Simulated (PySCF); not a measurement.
**Two-component Hartree-Fock for Sc(3+) (scandium, charge +3)**

Start: [Ar]. Calculated with PySCF 2.14 in x2c-TZVPPall-2c (6s7p4d2f1g, 70 functions): generalised Hartree-Fock with the X2C-1e Hamiltonian and a Gaussian nucleus; one run each with spin-orbit coupling (SO) switched off, then screened by Boettger's factors.

| spinor shell | electrons | ε, spin-free (eV) | ε, screened SO (eV) | weight of nominal j (screened SO) | rms radius, screened SO (bohr) |
| --- | --- | --- | --- | --- | --- |
| 1s1/2 | 2 | -4571.8 | -4571.7 | 1.000 | 0.0844 |
| 2s1/2 | 2 | -557.15 | -557.14 | 1.000 | 0.370 |
| 2p1/2 | 2 | -459.79 | -463.00 | 1.000 | 0.338 |
| 3s1/2 | 2 | -101.75 | -101.75 | 1.000 | 1.13 |
| 3p1/2 | 2 | -73.624 | -74.013 | 1.000 | 1.22 |
| 3p3/2 | 4 | -73.624 | -73.432 | 1.000 | 1.23 |

**Question.** Where does 2p3/2 lie, and what is the 2p spin-orbit splitting (screened SO)?

**Answer.** At -458.20 eV, 4.803 eV above 2p1/2.

```csv
quantity,spin-free,screened SO
E (hartree),-761.75232,-761.75698
M_J,0,0
⟨J²⟩,0.000,0.000
⟨L²⟩,0.000,0.000
⟨S²⟩,0.000,0.000
```

Without spin-orbit coupling the j labels of p, d and f shells carry no meaning; the spin-free column gives the mean over the occupied spinors of each nl shell.
